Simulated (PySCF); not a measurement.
4,4-difluorobut-1-yne (C4H4F2), SMILES C(CC#C)(F)F. Atoms are numbered in the order given.

```xyz
10

C      1.0166     1.4473     2.0795
C      0.8363     0.5409     1.2984
C      0.5930    -0.5493     0.3600
C     -0.6627    -0.3522    -0.4796
F     -0.8344    -1.4418    -1.2748
F     -0.5257     0.7319    -1.2819
H      1.1839     2.2532     2.7690
H      0.4902    -1.5058     0.8992
H      1.4381    -0.6605    -0.3408
H     -1.5713    -0.2180     0.1333
```

Geometry: B3LYP-D3(BJ)/def2-SVP. One conformer was computed; it need not be the lowest.

Level of theory: PBE0/pcSseg-1 (PySCF).

GIAO shieldings, no solvent; atoms listed in one row are averaged. δ = σ(ref) − σ: ¹³C against TMS (σ = 186.3 ppm); ¹⁹F against CFCl3 (σ = 167.2 ppm); ¹H against TMS (σ = 31.56 ppm), references at their B3LYP-D3(BJ)/def2-TZVP geometries, non-relativistic.

| nucleus | atoms | count | δ (ppm) |
|---|---|---|---|
| ¹³C | C4 | 1 | 121.6 |
| ¹³C | C2 | 1 | 81.0 |
| ¹³C | C1 | 1 | 80.4 |
| ¹³C | C3 | 1 | 30.2 |
| ¹⁹F | F5 | 1 | -133.5 |
| ¹⁹F | F6 | 1 | -135.7 |
| ¹H | H10 | 1 | 6.11 |
| ¹H | H9 | 1 | 3.01 |
| ¹H | H8 | 1 | 2.76 |
| ¹H | H7 | 1 | 2.27 |
